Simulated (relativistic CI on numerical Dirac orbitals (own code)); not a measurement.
Method of calculation: Dirac-Coulomb-Breit CI, KLI orbitals optimised for each configuration, model QED, unscaled Slater integrals (own radial code, finite nucleus).

The strongest absorption lines from the ground level of an ion, among the configurations computed and to levels below about 5890 eV (vacuum wavelength in Å, gf): 2.1088 (0.05), 2.1131 (0.027), 2.3487 (0.12), 2.3590 (0.065), 3.1144 (0.47), 3.1582 (0.27), 43.802 (0.12), 128.00 (0.02).

Problem. Which ion is it?
A. Sn⁴⁷⁺
B. Pd⁴⁵⁺
C. Pd⁴³⁺
D. Mo³⁹⁺

Solution. C. Pd⁴³⁺ has 3 electrons and the ground level 2s ²S1/2; the strongest line goes to 3p ²P°3/2. The pattern of lines fixes the number of electrons, and along that sequence the line energies rise steadily with the charge (about as its square where n changes within one kind of shell, about linearly where n is kept but much faster in heavy ions where fine structure, which grows about as Z⁴, sets the gap, and irregularly where shells cross), which fixes Z. Configurations outside the model, such as inner-shell arrays, can give stronger lines. At this charge energies of transitions that change n are usually good to better than 1 %, and those within a shell (Δn = 0) to a few per cent.
